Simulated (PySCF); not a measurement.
## Structure from 2D NMR

Compound of formula C₇H₁₄N₂Si. Correlations simulated from computed shifts and the bond graph:

HSQC (one-bond C–H):
```csv
δH,δC
8.35,171.4
6.87,131.8
5.95,130.0
5.92,130.0
5.43,52.6
3.62,41.3
2.28,27.4
```

COSY cross peaks (H two or three bonds apart, from the bond graph; peaks can be absent where the dihedral angle is near 90°):
```csv
δH,δH
8.35,5.43
6.87,5.95
6.87,5.92
5.95,5.92
5.43,3.70
```

HMBC (two and three bonds, from the bond graph):
```csv
δH,δC
8.35,"52.6, 41.3"
6.87,"163.1, 130.0, 27.4"
5.95,"163.1, 131.8"
5.92,"163.1, 131.8"
5.43,"171.4, 163.1"
3.70,"171.4, 52.6"
3.62,171.4
2.28,"163.1, 131.8"
```

Carbons without hydrogens: δ 163.1.

PySCF 2.14.0 with density-fitted response routines calculation with shielding tensors at PBE0/pcSseg-1 (GIAO) and geometry from GFN2-xTB; no solvent, no relativistic terms, rapidly exchanging positions averaged, one conformer.

Referencing at the same level of theory: ¹H (31.72 ppm) and ¹³C (186.93 ppm) vs TMS.

Exchangeable hydrogens are left out of these lists.

Work out the connectivity.

Answers

SMILES N(=C/[C@H](/N=C(\C=C)C)[SiH3])/C.

Numbering as in the mapped SMILES `[CH2:1]=[CH:2]/[C:3]([CH3:4])=[N:5]\[C@H:6]([SiH3:7])/[CH:8]=[N:9]\[CH3:10]`; H(Xn) means a hydrogen on atom n. Ha(C1) is cis to C3; Hb(C1) is trans to C3.

- δC 171.4 is C8, a C=N carbon (δH 8.35).
- δC 163.1 is C3, a C=N carbon.
- δC 131.8 is C2, an alkene CH (δH 6.87).
- δC 130.0 is C1, a terminal =CH2 carbon (δH 5.92, 5.95).
- δC 52.6 is C6, an sp3 CH bonded to N and Si (δH 5.43).
- δC 41.3 is C10, a methyl carbon bonded to N (δH 3.62).
- δC 27.4 is C4, a methyl carbon (δH 2.28).
- HMBC from δH 6.87 reaches the proton-free carbon C3.
- HMBC from δH 5.95 reaches the proton-free carbon C3.
- HMBC from δH 5.92 reaches the proton-free carbon C3.
- HMBC from δH 5.43 reaches the proton-free carbon C3.
- COSY links 8.35–5.43, 6.87–5.95, 6.87–5.92, 5.95–5.92, 5.43–3.70.

The data come from this structure; uniqueness wasn't tested.

Shifts are as computed. Against solution values, carbons near 30 ppm lie about +3 ppm off and those near 130 ppm about +5 ppm. Of 1211 compounds with measured shifts, 218 miss one by over three times the rms of a fit or turn the order of signals round; such compounds aren't used in these exercises.
